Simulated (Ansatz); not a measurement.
Relative stability

Two relaxed structures of Al₂SiH₄F (charge +1), closed shell (PBE0-D4/def2-TZVP; forces vanish, vibrations not checked).

A:

```xyz
8
angstrom
F -0.1926 -0.4550 0.1716
Al -0.5936 1.1118 -0.7357
Si -0.0086 3.1624 0.5872
Al 0.0024 -2.1653 0.6279
H -1.2282 0.5330 -2.0573
H 1.3256 2.9927 -0.1491
H 1.4070 -2.6496 0.1626
H -1.2880 -2.6372 1.3598
```

B:

```
8
angstrom
F -0.9867 2.8702 0.0804
Al -0.5608 1.9583 -1.2072
Si 0.5879 0.0290 -0.0701
Al -0.0052 -2.1082 1.1227
H -0.7939 2.1535 -2.7364
H 2.0573 0.3023 0.0142
H 0.0359 -3.3470 0.1600
H -0.3344 -1.8582 2.6364
```

Program: Ansatz 0.2.0. Basis: def2-TZVPP. Cores are frozen in the correlated methods. B3LYP uses VWN-RPA correlation.

(1) Which structure is lower at CCSD(T), and by how much? (To be estimated.)

(2) Do the other methods give the same order? (Judge from chemistry; the calculation decides.)

T1 diagnostic: at most 0.015. The restricted Hartree–Fock reference is unstable towards an unrestricted one at one or more of these structures.

## Answers

(1) Computed: A, by 3.35 kcal/mol (electronic energy, against the other). By their contacts, A is Al₂SiH₄F ([AlH2][F][AlH][SiH]), total charge +1 and B is Al₂SiH₄F ([F][AlH][SiH][AlH2]), total charge +1.

(2) Computed: Not all: PBE-D4, r2SCAN-D4, PBE0-D4 give the other order.

```csv
method,E(B) − E(A) (kcal/mol)
PBE-D4,-0.69
r2SCAN-D4,-1.03
PBE0-D4,-0.52
B3LYP-D4,2.51
wB97M-V,5.14
HF,1.54
MP2,1.88
CCSD,3.45
CCSD(T),3.35
```

Labels in which every atom is bracketed show which atoms are joined, not bond orders.

For scale, one of the runs: CCSD(T)/def2-TZVPP, 213 basis functions, launched by `ansatz run in.yaml --threads 2 --pin off --events-out ev --progress --plain --max-ram 4352MiB`. The run took 28 s on 2 CPU threads of an Intel Xeon 6975P-C (shared host), with 2.8 GiB of host memory at its peak.
